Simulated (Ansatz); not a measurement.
Coupled-cluster diagnostics for the cluster Pb2S3, Ansatz.

Geometry of the singlet (r2SCAN-D4/def2-SVP):

Cartesian coordinates in Å:
```
Pb -0.7394 -0.4745 -2.4595
Pb 0.2648 0.1706 0.8880
S -0.7165 1.6231 -0.9423
S 0.2607 -1.9131 -0.5540
S 0.9304 0.5941 3.0678
```

In the def2 sets Pb takes a core potential; there is no spin–orbit coupling. Correlated methods freeze 23 core orbitals; core or outer-core shells of Pb are correlated, in sets that lack core-valence functions. Another isomer (singlet) lies 1.70 eV lower at PBE0-D4/def2-TZVP; other spin states weren't run for this one.

(1) Estimate the CCSD(T) correlation energy, the shares of MP2 and (T), T1 and the reference's ⟨S²⟩ for: charge 0, singlet, own geometry in def2-TZVP; and the rough time on 4 threads of Arm Neoverse V2 on a shared host.

Answers

(1) 
| state | basis | correlation (eV) | MP2 share (%) | (T) share (%) | T1 | ⟨S²⟩ (pure) | wall time | remarks |
| --- | --- | --- | --- | --- | --- | --- | --- | --- |
| charge 0, singlet, own geometry | def2-TZVP | -36.115 | 98.0 | 4.6 | 0.021 | 0.00 (0.00) | 2.7 min | large T1 (0.021) |
Customary marks for T1 are 0.02 (closed shells), 0.045 (open shells) and about 0.05 (3d metals). T1 exceeds 0.02 in 1 of 1 rows and 0.045 in 0; the higher it lies, the less the single-reference result can be trusted.
